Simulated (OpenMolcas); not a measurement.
**Multiconfigurational calculation on V III**

Input:

```
&GATEWAY
Coord
1

V 0.0 0.0 0.0
Basis=ANO-RCC-VQZP
Group=XYZ
NoMove
AngMom=0.0 0.0 0.0
AMFI
&SEWARD
* reference wave functions (RASSCF and RASSI steps not shown): 3 electrons in 6 orbitals (3d 4s)
>>> COPY JOB001 $Project.JobIph
&CASPT2
Multistate=20 1 2 3 4 5 6 7 8 9 10 11 12 13 14 15 16 17 18 19 20
Frozen=2 3
IPEA=0.25
Imaginary=0.3
MaxIter=60
WThr=0.0 0.3 0.05
PrWF=0.5
NoMix
>>> COPY JOB002 $Project.JobIph
&CASPT2
Multistate=64 1 2 3 4 5 6 7 8 9 10 11 12 13 14 15 16 17 18 19 20 21 22
23 24 25 26 27 28 29 30 31 32 33 34 35 36 37 38 39 40 41 42 43 44 45 46
47 48 49 50 51 52 53 54 55 56 57 58 59 60 61 62 63 64
Frozen=2 3
IPEA=0.25
Imaginary=0.3
MaxIter=60
WThr=0.0 0.3 0.05
PrWF=0.5
NoMix
```

Output, cut to the results:

```
--- CASPT2 ---
Orbital specifications:
      -----------------------

      Symmetry species                           1   2
                                                ag  au
      Frozen orbitals                            2   3
      Inactive orbitals                          1   3
      Active orbitals                            6   0
      Secondary orbitals                        36  44
      Deleted orbitals                           0   0
      Number of basis functions                 45  50
Type of calculation                        MS-CASPT2
      Fock operator                              state-specific
      IPEA shift                                 0.25
      Real shift                                 0.00
      Imaginary shift                            0.30
      The input orbitals will be transformed to quasi-canonical
Reference energy:        -947.4135434442
      E2 (Non-variational):      -0.3821735856
      Shift correction:          -0.0011554027
      E2 (Variational):          -0.3833289883
      Total energy:            -947.7968724325
      Residual norm:              0.0000002455
      Reference weight:           0.94674
      Contributions to the CASPT2 correlation energy
      Active & Virtual Only:         -0.0251997490
      One Inactive Excited:          -0.1721860579
      Two Inactive Excited:          -0.1847877788
Reference energy:        -947.4135434442
      E2 (Non-variational):      -0.3820663165
      Shift correction:          -0.0011575234
      E2 (Variational):          -0.3832238399
      Total energy:            -947.7967672842
      Residual norm:              0.0000002197
      Reference weight:           0.94677
      Contributions to the CASPT2 correlation energy
      Active & Virtual Only:         -0.0251679937
      One Inactive Excited:          -0.1721667647
      Two Inactive Excited:          -0.1847315582
::    CASPT2 Root  1     Total energy:   -947.79687243
::    CASPT2 Root  2     Total energy:   -947.79676728
::    CASPT2 Root  3     Total energy:   -947.79710401
::    CASPT2 Root  4     Total energy:   -947.79722559
::    CASPT2 Root  5     Total energy:   -947.79481780
::    CASPT2 Root  6     Total energy:   -947.79659801
::    CASPT2 Root  7     Total energy:   -947.79708993
::    CASPT2 Root  8     Total energy:   -947.74364164
::    CASPT2 Root  9     Total energy:   -947.74364158
::    CASPT2 Root 10     Total energy:   -947.74364164
::    CASPT2 Root 11     Total energy:   -947.59501343
::    CASPT2 Root 12     Total energy:   -947.59503855
::    CASPT2 Root 13     Total energy:   -947.59736819
::    CASPT2 Root 14     Total energy:   -947.59739456
::    CASPT2 Root 15     Total energy:   -947.59409069
::    CASPT2 Root 16     Total energy:   -947.59253956
::    CASPT2 Root 17     Total energy:   -947.59645951
::    CASPT2 Root 18     Total energy:   -947.53624382
::    CASPT2 Root 19     Total energy:   -947.53624376
::    CASPT2 Root 20     Total energy:   -947.53624377
::    MS-CASPT2 Root  1     Total energy:   -947.79834853
::    MS-CASPT2 Root  2     Total energy:   -947.79819782
::    MS-CASPT2 Root  3     Total energy:   -947.79775000
::    MS-CASPT2 Root  4     Total energy:   -947.79714058
::    MS-CASPT2 Root  5     Total energy:   -947.79591297
::    MS-CASPT2 Root  6     Total energy:   -947.79543000
::    MS-CASPT2 Root  7     Total energy:   -947.79386160
::    MS-CASPT2 Root  8     Total energy:   -947.74361152
::    MS-CASPT2 Root  9     Total energy:   -947.74360463
::    MS-CASPT2 Root 10     Total energy:   -947.74354368
--- CASPT2 ---
Orbital specifications:
      -----------------------

      Symmetry species                           1   2
                                                ag  au
      Frozen orbitals                            2   3
      Inactive orbitals                          1   3
      Active orbitals                            6   0
      Secondary orbitals                        36  44
      Deleted orbitals                           0   0
      Number of basis functions                 45  50
Type of calculation                        MS-CASPT2
      Fock operator                              state-specific
      IPEA shift                                 0.25
      Real shift                                 0.00
      Imaginary shift                            0.30
      The input orbitals will be transformed to quasi-canonical
Reference energy:        -947.3441890028
      E2 (Non-variational):      -0.3975904765
      Shift correction:          -0.0016747749
      E2 (Variational):          -0.3992652514
      Total energy:            -947.7434542542
      Residual norm:              0.0000005038
      Reference weight:           0.94171
      Contributions to the CASPT2 correlation energy
      Active & Virtual Only:         -0.0357600158
      One Inactive Excited:          -0.1756271328
      Two Inactive Excited:          -0.1862033279
Reference energy:        -947.3441890028
      E2 (Non-variational):      -0.3976712765
      Shift correction:          -0.0016665503
      E2 (Variational):          -0.3993378267
      Total energy:            -947.7435268295
      Residual norm:              0.0000004996
      Reference weight:           0.94167
      Contributions to the CASPT2 correlation energy
      Active & Virtual Only:         -0.0357705763
      One Inactive Excited:          -0.1756441637
      Two Inactive Excited:          -0.1862565365
::    CASPT2 Root  1     Total energy:   -947.74345425
::    CASPT2 Root  2     Total energy:   -947.74352683
::    CASPT2 Root  3     Total energy:   -947.74343464
::    CASPT2 Root  4     Total energy:   -947.74349953
::    CASPT2 Root  5     Total energy:   -947.74353673
::    CASPT2 Root  6     Total energy:   -947.74353157
::    CASPT2 Root  7     Total energy:   -947.74351953
::    CASPT2 Root  8     Total energy:   -947.74349018
::    CASPT2 Root  9     Total energy:   -947.74336431
...
```

Levels above the lowest, from the spin-orbit matrix with the single-state CASPT2 energies, averaged by term, on its diagonal:

| Configuration | Term | J | E (cm⁻¹) | Measured (cm⁻¹) | g | Term weight % |
| --- | --- | --- | --- | --- | --- | --- |
| 3d³ | ⁴F | 3/2 | 0.0 | 0.0 | 0.399 | 100 |
| 3d³ | ⁴F | 5/2 | 162 | 146 | 1.029 | 100 |
| 3d³ | ⁴F | 7/2 | 383 | 342 | 1.239 | 100 |
| 3d³ | ⁴F | 9/2 | 660 | 584 | 1.334 | 100 |
| 3d³ | ⁴P | 1/2 | 11850 | 11514 | 2.662 | 100 |
| 3d³ | ²G | 7/2 | 11910 | 11966 | 0.889 | 100 |
| 3d³ | ⁴P | 3/2 | 11910 | 11592 | 1.730 | 99 |
| 3d³ | ⁴P | 5/2 | 12110 | 11770 | 1.601 | 100 |
| 3d³ | ²G | 9/2 | 12150 | 12187 | 1.111 | 100 |
| 3d³ | ²P | 1/2 | 15420 | 15580 | 0.675 | 100 |
| 3d³ | ²P | 3/2 | 15450 | 15550 | 1.243 | 81 |
| 3d³ | ²D(1) | 3/2 | 16440 | 16330 | 0.895 | 82 |
| 3d³ | ²D(1) | 5/2 | 16550 | 16375 | 1.201 | 100 |
| 3d³ | ²H | 9/2 | 16930 | 16811 | 0.910 | 100 |
| 3d³ | ²H | 11/2 | 17120 | 16978 | 1.091 | 100 |
| 3d³ | ²F | 7/2 | 27860 | 27728 | 1.143 | 100 |
| 3d³ | ²F | 5/2 | 27960 | 27847 | 0.857 | 100 |
| 3d³ | ²D(2) | 5/2 | 42910 | 42267 | 1.200 | 100 |
| 3d³ | ²D(2) | 3/2 | 43030 | 42371 | 0.800 | 100 |
| 3d² 4s | ⁴F | 3/2 | 44170 | 43942 | 0.399 | 100 |
| 3d² 4s | ⁴F | 5/2 | 44320 | 44110 | 1.029 | 100 |
| 3d² 4s | ⁴F | 7/2 | 44540 | 44346 | 1.239 | 100 |
| 3d² 4s | ⁴F | 9/2 | 44830 | 44647 | 1.334 | 100 |
| 3d² 4s | ²F | 5/2 | 49450 | 49328 | 0.857 | 100 |

Against the 23 measured excited levels shown (Sugar and Corliss, J. Phys. Chem. Ref. Data 7, 1191 (1978)) the mean absolute deviation is 200 cm-1; the largest miss in energy is 3d³ ²D_3/2(2): computed 43030, measured 42371 cm⁻¹ (+1.6 %), and the largest in proportion 3d³ ⁴F_9/2 (+13.1 %).

CASPT2 breaks the degeneracy within a term, and the mean is taken; among the terms shown or strongly mixed into the levels shown the widest spread is 1400 cm-1 (3d² 4s ²F). Terms from blocks run as CI alone lack orbitals of their own. A single d shell beside an s shell can misplace configurations of different d count against each other. Computed and measured levels are paired by configuration, term and J; levels that our copy of the source lacks, or whose pairing is in doubt (as where it misses far off the trend of its configuration), stay unpaired and out of the deviations. Levels of configurations outside the active space are missing. The first state left out of the spin-orbit step lies near 94000 cm-1 above the lowest spin-free state of the reference (among the parities and spins computed), and the list stops at four fifths of that energy or lower. The table shows the lowest 24 of 34 levels.

The term weight is that of the spin-free term in the level, not the purity of its configuration. A number in round brackets counts repeated terms of one configuration in the order of the reference energies.
